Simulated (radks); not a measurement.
The numbers below are computed, except where a source is named.
Q: Ionisation of Ne, [Ne], to Ne+, [He] 2s2 2p5, under several functionals. Non-relativistic Kohn-Sham, spin-polarised, spherical densities, point nucleus; open shells are filled with parallel spins first; a radial shooting solver on a logarithmic mesh with Libxc functionals. Known Delta-SCF values: TPSS 22.116 eV; exchange-only B88 20.890 eV. What does B86b exchange with PBE correlation give, and what is its highest occupied eigenvalue?

A: 22.030 eV by Delta-SCF; the 2p eigenvalue is -13.383 eV. NIST: 21.565 eV (measured).
